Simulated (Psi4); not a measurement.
C₃H₉In (SMILES [CH3][In]([CH3])[CH3]), singlet, at a GFN2-xTB geometry (such geometries of metal compounds can be far from the true shape) (core potentials on In).

Here is a job for Psi4.
```
memory 2 GB

molecule mol {
0 1
In   -0.000271    0.000588   -0.000699
C    -1.547414   -1.603627   -0.255167
H    -1.476459   -2.031502   -1.255105
H    -2.545325   -1.184255   -0.130214
H    -1.399044   -2.394809    0.478474
C    -0.162120    1.916997   -1.155486
H     0.802561    2.172802   -1.592476
H    -0.463524    2.724526   -0.488383
H    -0.900661    1.823226   -1.950320
C     1.711036   -0.315964    1.413937
H     2.336469    0.574228    1.462973
H     2.317505   -1.157123    1.078655
H     1.332729   -0.540359    2.410941
}

set {
  basis def2-svp
  reference rks
  scf_type pk
  puream true
  d_convergence 1e-8
  dft_radial_points 99
  dft_spherical_points 590
}

energy('bhhlyp')
print_variables()
```

Question: What number of basis functions does BHHLYP/def2-SVP in Psi4 give?

Answer: 113

Question: Give the total energy at the level BHHLYP/def2-SVP.

Answer: -309.5859 Eh

Question: Roughly what does it cost on one core?

Answer: about 30 core-seconds (a rough figure).
